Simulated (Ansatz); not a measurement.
TiClF₃⁺. The state is a doublet with charge 1. Geometry PBE-D4/def2-SVP, that of the neutral singlet; atoms count from 1.

Cartesian coordinates in Å:
```
Ti -0.017 0.073 0.035
Cl 0.428 -1.866 -0.883
F -1.446 -0.051 1.019
F -0.282 1.267 -1.202
F 1.316 0.577 1.032
```

**Question.** Estimate the Mulliken populations from the PBE0/def2-TZVP orbitals of Ansatz.

**Answer.** 
| atom | charge (e) | spin (α − β) | d electrons |
| --- | --- | --- | --- |
| Ti1 | 1.63 | -0.05 | 1.94 |
| Cl2 | 0.29 | 0.96 | – |
| F3 | -0.32 | 0.00 | – |
| F4 | -0.31 | 0.04 | – |
| F5 | -0.30 | 0.05 | – |
Mulliken values depend strongly on the basis.

**Question.** Where does the spin sit?

**Answer.** Summed by element: Ti -0.05, Cl 0.96, F 0.08, of 1 unpaired in all. Largest on single atoms: Cl2 0.96, F5 0.05, Ti1 -0.05.

**Question.** And the Mayer bond orders between heavy atoms (over 0.3)?

**Answer.** Ti1–Cl2 0.57 (2.19 Å); Ti1–F3 1.12 (1.74 Å); Ti1–F4 1.11 (1.74 Å); Ti1–F5 1.11 (1.74 Å).
